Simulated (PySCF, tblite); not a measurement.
Compound: C₇H₁₁NS₂.
Cartesian coordinates in Å at the GFN2-xTB level; atoms count from 1:
```
atom  x, y, z in Å
C1     2.323   -0.081   -0.764
C2     1.397   -0.339    0.431
C3     1.539    0.731    1.392
N4     1.651    1.584    2.145
C5    -0.091   -0.505    0.042
C6    -0.666    0.784   -0.560
C7    -2.068    0.613   -1.130
S8    -3.289    0.292    0.194
S9    -2.558   -1.508    0.802
C10   -0.879   -0.954    1.272
H11    3.362   -0.134   -0.444
H12    2.157   -0.833   -1.532
H13    2.155    0.904   -1.191
H14    1.720   -1.265    0.925
H15   -0.149   -1.303   -0.710
H16   -0.681    1.565    0.205
H17   -0.019    1.122   -1.373
H18   -2.402    1.529   -1.613
H19   -2.118   -0.212   -1.840
H20   -0.974   -0.153    2.005
H21   -0.418   -1.822    1.743
```

Method: PBE0/pcSseg-1 in PySCF (dipole) on a GFN2-xTB geometry, gas phase.

Masses are those of the commonest isotopes; rigid-rotor values at the optimised geometry. The values belong to one conformer with, in the numbering `[CH3:1][C@@H:2]([C:3]#[N:4])[C@@H:5]1[CH2:6][CH2:7][S:8][S:9][CH2:10]1`, C1–C2–C5–C6 -64°, C2–C5–C6–C7 172°, C5–C6–C7–S8 68°, C6–C7–S8–S9 -65°, C7–S8–S9–C10 60°.

Task: Give the principal moments of inertia and the rotational constants in MHz.

Result: Ia = 285.70, Ib = 843.46, Ic = 878.61 u·Å²; 505379 MHz·u·Å²/I gives A = 1769, B = 599.2, C = 575.2 MHz.

Task: Classify the top.

Result: A near-prolate asymmetric top: κ = (2 × 599.2 − 1769 − 575.2)/(1769 − 575.2) = -0.96.

Task: Is it planar, by Δ = Ic − Ia − Ib?

Result: Not planar: Δ = Ic − Ia − Ib = -250.56 u·Å². For a rigid frame Δ = −2 Σ m c², so Σ m c² = 125.28 u·Å² lies off the ab plane: 16.12 from hydrogen and 109.15 from heavier atoms. The atom farthest from that plane is 2.29 Å away.

Task: List the rotational levels J(Ka,Kc) to J = 5 (K).

Result: Above 0(0,0), as E/k:
J = 1: 1(0,1) 0.056, 1(1,1) 0.112, 1(1,0) 0.114
J = 2: 2(0,2) 0.169, 2(1,2) 0.224, 2(1,1) 0.228, 2(2,1) 0.396, 2(2,0) 0.396
J = 3: 3(0,3) 0.338, 3(1,3) 0.391, 3(1,2) 0.398, 3(2,2) 0.565, 3(2,1) 0.565, 3(3,1) 0.849, 3(3,0) 0.849
J = 4: 4(0,4) 0.563, 4(1,4) 0.615, 4(1,3) 0.626, 4(2,3) 0.790, 4(2,2) 0.791, 4(3,2) 1.074, 4(3,1) 1.074, 4(4,1) 1.471, 4(4,0) 1.471
J = 5: 5(0,5) 0.845, 5(1,5) 0.893, 5(1,4) 0.911, 5(2,4) 1.072, 5(2,3) 1.073, 5(3,3) 1.356, 5(3,2) 1.356, 5(4,2) 1.753, 5(4,1) 1.753, 5(5,1) 2.263, 5(5,0) 2.263

Task: Which types of transition are allowed, and where do some lines up to J = 4 fall?

Result: The dipole components are |μa| = 1.20 D, |μb| = 1.64 D, |μc| = 3.86 D. Intensities carry the squares of the components, which stand as 0.10 : 0.18 : 1.00 (a : b : c). Some lines, for components of 0.1 D or more:

```tsv
type	branch	J(Ka,Kc)	MHz	lower level (cm⁻¹)
c	Q	4(1,4) ← 4(0,4)	1066	0.392
c	Q	3(1,3) ← 3(0,3)	1111	0.235
a	R	1(0,1) ← 0(0,0)	1174	0.000
b	Q	3(1,2) ← 3(0,3)	1255	0.235
b	R	4(1,3) ← 3(2,2)	1271	0.393
b	Q	4(1,3) ← 4(0,4)	1306	0.392
a	R	2(0,2) ← 1(0,1)	2348	0.039
c	R	1(1,0) ← 0(0,0)	2368	0.000
a	R	2(1,1) ← 1(1,0)	2373	0.079
b	R	3(0,3) ← 2(1,2)	2376	0.156
c	Q	4(2,3) ← 4(1,3)	3426	0.435
c	R	2(1,1) ← 1(0,1)	3566	0.039
b	Q	4(2,3) ← 4(1,4)	3666	0.427
b	R	3(1,3) ← 2(0,2)	4633	0.118
a	R	4(2,3) ← 3(2,2)	4697	0.393
a	R	4(2,2) ← 3(2,1)	4701	0.393
b	R	2(2,1) ← 1(1,0)	5882	0.079
b	R	3(2,1) ← 2(1,2)	7106	0.156
c	Q	4(4,1) ← 4(3,1)	8271	0.747
b	R	3(3,0) ← 2(2,1)	9432	0.275
c	R	4(3,1) ← 3(2,1)	10605	0.393
b	R	4(3,1) ← 3(2,2)	10607	0.393
b	R	4(4,1) ← 3(3,0)	12970	0.590
```

Task: Estimate the classical rotational partition function at 50 K, 298.15 K and 500 K.

Result: Point group C1, symmetry number σ = 1; q = (√π/σ)·√((kT/h)³/(ABC)), k/h = 20836.6 MHz/K: 76300 at 50 K, 1110000 at 298.15 K, 2410000 at 500 K.

Its GFN2-xTB frequencies are all real (lowest 48 cm⁻¹). No vibrational averaging or centrifugal distortion is included, and the geometry carries the error of its method. A rigid rotor knows nothing of internal rotation, which can split or shift real lines. Quadrupole hyperfine structure (14N) is left out.

Hardware: Arm Neoverse V1, one thread, no GPU, shared host. Cost: 58 s wall. This is the PBE0/pcSseg-1 job that gave the dipole, with the shieldings it also computed.
